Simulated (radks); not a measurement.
The numbers below are computed, except where a source is named.
Neutral tin, 50 electrons, occupied as [Kr] 4d10 5s2 5p2. Code: a radial shooting solver on a logarithmic mesh with Libxc functionals. Model: Dirac Kohn-Sham, BLYP, spin-unpolarised, spherical densities, point nucleus; open shells are shared between the two j in proportion to 2j + 1; speed of light set to 411.108 atomic units (3 times the physical value, a model run).

Radial electron density D(r) = 4 pi r^2 rho(r):

```
   r/bohr * D(r) (the largest magnitude, 81, reaches the edge; | marks zero)
 0.003801 |       *
 0.004425 |         *
 0.005111 |           *
  0.00595 |              *
 0.006871 |                 *
 0.007999 |                     *
 0.009238 |                         *
  0.01076 |                             *
  0.01242 |                                 *
  0.01446 |                                     *
   0.0167 |                                        *
  0.01944 |                                         *
  0.02245 |                                          *
  0.02614 |                                         *
  0.03019 |                                       *
  0.03514 |                                     *
  0.04058 |                                    *
  0.04725 |                                     *
  0.05456 |                                        *
  0.06352 |                                             *
  0.07336 |                                                  *
   0.0854 |                                                      *
  0.09863 |                                                      *
   0.1148 |                                                   *
   0.1326 |                                             *
   0.1544 |                                        *
   0.1783 |                                      *
   0.2075 |                                        *
   0.2397 |                                           *
    0.279 |                                            *
   0.3223 |                                        *
   0.3752 |                               *
   0.4333 |                     *
   0.5044 |              *
   0.5825 |             *
   0.6781 |              *
   0.7832 |               *
   0.9118 |              *
    1.053 |           *
    1.226 |       *
    1.416 |    *
    1.648 |  *
    1.903 | *
    2.216 | *
    2.559 |*
    2.979 |*
     3.44 |*
    4.005 *
    4.626 *
    5.385 *
    6.219 *
     7.24 *
    8.361 *
    9.734 *
    11.24 *
```

D(r) has 4 maxima, at r = 0.0219, 0.0933, 0.268, 0.789 bohr, and minima at 0.0419, 0.177, 0.573 bohr, inside which lie 2.03, 11.27, 28.95 electrons.
